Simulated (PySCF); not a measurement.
Ir⁴⁵⁺: ionisation energy

Ir⁴⁵⁺ [Ar] 3d10 4s2 4p2 [4p1/2^2, M_J = 0] → Ir⁴⁶⁺ [Ar] 3d10 4s2 4p1 [4p1/2^1, M_J = 1/2], as a difference of total energies. Computed with PySCF 2.14 in an even-tempered Gaussian basis (16 s from 6 bohr⁻², ratio 2.8; 13 p from 7.8 bohr⁻², ratio 2.8; 8 d from 14 bohr⁻², ratio 2.8; 4 f from 34 bohr⁻², ratio 3), with the two-component X2C-1e Hamiltonian. Correlated levels: [Ne] frozen; the 72 highest virtual spinors dropped. "Screened" scales the spin-orbit matrix elements by Boettger's factors to mimic the two-electron term; Breit and QED terms are absent.

| method | ionisation energy (eV) |
| --- | --- |
| GHF (spin-free) | 2350.2 |
| GMP2 (spin-free) | 2351.3 |
| GHF (screened spin-orbit) | 2427.9 |
| GMP2 (screened spin-orbit) | 2429.6 |

Breit and QED terms and the two-electron picture change are absent.

The spin-free rows relax to the high-spin LS determinant and lack the spin-orbit shift.

The labels give the starting determinants; with spin-orbit coupling the two ends relaxed to ⟨J²⟩ = 0.00, ⟨L²⟩ = 1.38, ⟨S²⟩ = 1.38 and ⟨J²⟩ = 0.75, ⟨L²⟩ = 2.07, ⟨S²⟩ = 0.81.

For comparison: 2435 ± 4 eV (theoretical estimate listed by NIST; NIST Atomic Spectra Database, ionization energies).
